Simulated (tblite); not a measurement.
Compound: C5H13PSi.
Atom-mapped SMILES: `[CH2:1]=[CH:2][CH2:3][P:4]([SiH3:5])[CH2:6][CH3:7]` (hydrogens: H8, H9 on C1; H10 on C2; H11, H12 on C3; H13, H14, H15 on Si5; H16, H17 on C6; H18, H19, H20 on C7)

Structure used (GFN2-xTB), in Å, numbered top down from 1:
```
atom  x, y, z in Å
C1     2.8391    1.1076   -0.1359
C2     2.3320    0.0724    0.5099
C3     1.3625   -0.8917   -0.0773
P4    -0.3236   -0.6610    0.7192
Si5   -1.4719   -2.0884   -0.5697
C6    -0.7583    0.9550   -0.1047
C7    -2.1828    1.3904    0.2048
H8     2.5952    1.3065   -1.1672
H9     3.5236    1.7936    0.3330
H10    2.5879   -0.1022    1.5469
H11    1.6677   -1.9190    0.1410
H12    1.2844   -0.7591   -1.1598
H13   -2.8734   -2.0621   -0.1533
H14   -0.9144   -3.4230   -0.3520
H15   -1.4023   -1.7787   -2.0036
H16   -0.0500    1.6990    0.2742
H17   -0.6061    0.8693   -1.1851
H18   -2.9005    0.6781   -0.1987
H19   -2.3822    2.3683   -0.2309
H20   -2.3323    1.4554    1.2809
```

All values are computed: GFN2-xTB (tblite) harmonic vibrations without scaling, gas phase. This tight-binding method is rough: wavenumbers can miss measured ones by several per cent, in bad cases by 10 to 20. Modes of hydrogen on silicon can be 10 to 20 % off. One conformer, not necessarily the lowest.

Harmonic wavenumbers (cm⁻¹): 46.0, 62.8, 74.1, 97.3, 130.1, 155.8, 194.4, 234.3, 246.7, 319.6, 409.0, 451.2, 487.2, 508.4, 596.7, 683.5, 741.1, 754.0, 772.7, 779.3, 794.8, 835.0, 888.8, 951.1, 1000.0, 1015.0, 1019.7, 1056.1, 1079.6, 1169.4, 1193.7, 1224.9, 1259.0, 1288.3, 1408.5, 1409.7, 1436.2, 1458.0, 1496.3, 1499.1, 1706.5, 2208.8, 2262.4, 2268.6, 2918.5, 2933.8, 2938.5, 2942.0, 3013.3, 3020.6, 3029.2, 3056.6, 3095.1, 3124.1.

A = 2235, B = 1142, C = 848.3 MHz; mass 132.052 u (most abundant isotopes); point group C1, symmetry number 1.

What is the zero-point energy?

½Σν̃ = 34873 cm⁻¹ = 417.17 kJ/mol.

What is S at 298.15 K and 1 bar for an ideal gas of classical rigid rotors and harmonic oscillators?

Translation 169.76, rotation 122.95, vibration 149.29: S = 442.0 J/(mol K).

And Cp and H(298.15 K) − H(0)?

Cp = 176.61 J/(mol K), of which vibrations give 143.35 (their classical limit is 54 R = 449.0); H(298.15 K) − H(0) = 32.60 kJ/mol without the zero-point energy, 22.68 from vibrations.

How do the functions run with temperature in this model?

```csv
T (K),S (J/(mol K)),Cp (J/(mol K)),H − H(0) (kJ/mol),G − H(0) (kJ/mol),ln q(vib)
50,251.6,63.8,2.28,-10.30,0.72
100,304.7,90.8,6.19,-24.28,2.37
373.15,485.1,208.2,47.05,-133.97,11.08
500,552.6,253.9,76.46,-199.85,14.80
750,668.7,318.7,148.61,-352.95,21.71
1000,766.8,362.4,234.09,-532.72,28.03
```

q(vib) and H(0) count from the zero-point level.

Blend soft modes into free rotors: weight 1/[1 + (100 cm⁻¹/ν̃)⁴] for the oscillator and the rest for a rotor with moment μB/(μ + B), μ = h/(8π²ν), B = 10⁻⁴⁴ kg m². What vibrational entropy results?

135.42 J/(mol K) in place of 149.29, which changes −T·S at 298.15 K by +4.14 kJ/mol.

Hindered rotation and anharmonicity are outside this model. Other conformers, if any are populated, would add a mixing term that is left out. The structure is chiral; the term R ln 2 for an equal mix with its mirror image is left out.
